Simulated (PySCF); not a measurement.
# Energy of Ga (gallium, neutral) between two integer charges

The 4p alpha orbital of [Ar] 3d10 4s2 4p1 is emptied in steps (occupation f), with all orbitals relaxed, ending at [Ar] 3d10 4s2. All numbers are calculated (PySCF 2.14, the non-relativistic Hamiltonian (point nucleus), in def2-TZVPPD (7s5p5d1f, 54 functions)). The exact energy is a straight line in f; departures are measured from the line between the end points of the same method.

```csv
f,UHF (eV),LDA (eV),PBE (eV),PBE0 (eV),r2SCAN (eV),BHandHLYP (eV),wB97X (eV),TPSS (eV),B3LYP (eV)
1,0.000,0.000,0.000,0.000,0.000,0.000,0.000,0.000,0.000
0.8,0.047,-0.509,-0.496,-0.359,-0.469,-0.242,-0.044,-0.479,-0.403
0.6,0.069,-0.768,-0.746,-0.537,-0.699,-0.363,-0.068,-0.720,-0.606
0.4,0.067,-0.772,-0.747,-0.535,-0.690,-0.362,-0.072,-0.721,-0.607
0.2,0.044,-0.516,-0.497,-0.354,-0.448,-0.241,-0.051,-0.479,-0.404
0,0.000,0.000,0.000,0.000,0.000,0.000,0.000,0.000,0.000
```

```json
{"method": "UHF", "E(f=0) − E(f=1) (eV)": "5.548", "−ε at f=1 (eV)": "5.847", "−ε at f=0.4 (eV)": "5.486"}
{"method": "LDA", "E(f=0) − E(f=1) (eV)": "6.049", "−ε at f=1 (eV)": "2.885", "−ε at f=0.4 (eV)": "6.676"}
{"method": "PBE", "E(f=0) − E(f=1) (eV)": "5.974", "−ε at f=1 (eV)": "2.890", "−ε at f=0.4 (eV)": "6.595"}
{"method": "PBE0", "E(f=0) − E(f=1) (eV)": "5.997", "−ε at f=1 (eV)": "3.754", "−ε at f=0.4 (eV)": "6.457"}
{"method": "r2SCAN", "E(f=0) − E(f=1) (eV)": "6.123", "−ε at f=1 (eV)": "3.179", "−ε at f=0.4 (eV)": "6.763"}
{"method": "BHandHLYP", "E(f=0) − E(f=1) (eV)": "5.889", "−ε at f=1 (eV)": "4.380", "−ε at f=0.4 (eV)": "6.192"}
{"method": "wB97X", "E(f=0) − E(f=1) (eV)": "5.860", "−ε at f=1 (eV)": "5.596", "−ε at f=0.4 (eV)": "5.899"}
{"method": "TPSS", "E(f=0) − E(f=1) (eV)": "5.978", "−ε at f=1 (eV)": "2.997", "−ε at f=0.4 (eV)": "6.582"}
{"method": "B3LYP", "E(f=0) − E(f=1) (eV)": "6.003", "−ε at f=1 (eV)": "3.493", "−ε at f=0.4 (eV)": "6.505"}
```

Orbital energy along the path (eV):

```csv
f,UHF,LDA,PBE,PBE0,r2SCAN,BHandHLYP,wB97X,TPSS,B3LYP
1,-5.847,-2.885,-2.890,-3.754,-3.179,-4.380,-5.596,-2.997,-3.493
0.8,-5.719,-4.124,-4.106,-4.653,-4.374,-4.982,-5.689,-4.174,-4.486
0.6,-5.599,-5.388,-5.343,-5.557,-5.575,-5.587,-5.788,-5.371,-5.491
0.4,-5.486,-6.676,-6.595,-6.457,-6.763,-6.192,-5.899,-6.582,-6.505
0.2,-5.379,-7.981,-7.847,-7.341,-7.883,-6.795,-6.033,-7.788,-7.521
0,-5.278,-9.276,-9.063,-8.179,-8.752,-7.399,-6.192,-8.939,-8.525
```

Reference removal energy between the ground levels: 5.999 eV (measured; NIST Atomic Spectra Database, ionization energies). The calculation has no spin-orbit coupling. UHF lacks correlation.
